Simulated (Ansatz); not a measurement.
Consider the cleavage of the Si–Si bond: `FB[SiH2][SiH3]` + `F[SiH2]P` → `F[SiH2]P[SiH3]` + `FB[SiH3]`.

Gas-phase electronic energies from Ansatz, PBE0-D4/def2-TZVP geometries. CCSD(T)/CBS adds triple-zeta CCSD(T) − MP2 to the extrapolated MP2 energy (def2 sets, frozen cores). DFT in def2-TZVPP. HSE06 is defined as in plane-wave codes. Each species was taken in one conformer, which may not be the lowest.

```csv
level,ΔE (kcal/mol)
r2SCAN-D4,-3.8
HSE06-D4,-3.6
```

(1) What does CCSD(T)/CBS give? (An estimate is asked.)

Largest T1 diagnostic among the species: 0.015.

Answers

(1) Ansatz gave: -4.8 kcal/mol. The listed levels differ from it by 1.0, 1.2 kcal/mol.

From BLYP to BHLYP (50 % exact exchange), in def2-TZVPP and without D4, ΔE moves by −1.5 kcal/mol. The D4 term adds −1.0 kcal/mol with B3LYP and −0.5 kcal/mol with PBE0; it sums over pairs of atoms, weighted by their polarisabilities, and B3LYP, whose exchange is more repulsive, gets the larger term. Leaving LDA and LC-ωPBE aside and taking each functional with its dispersion term where it has one, the values, not all of them listed here, spread over 1.9 kcal/mol, from BHLYP-D4 to PBE-D4.

B3LYP here is the variant with VWN-RPA as its local correlation; programs differ in this.
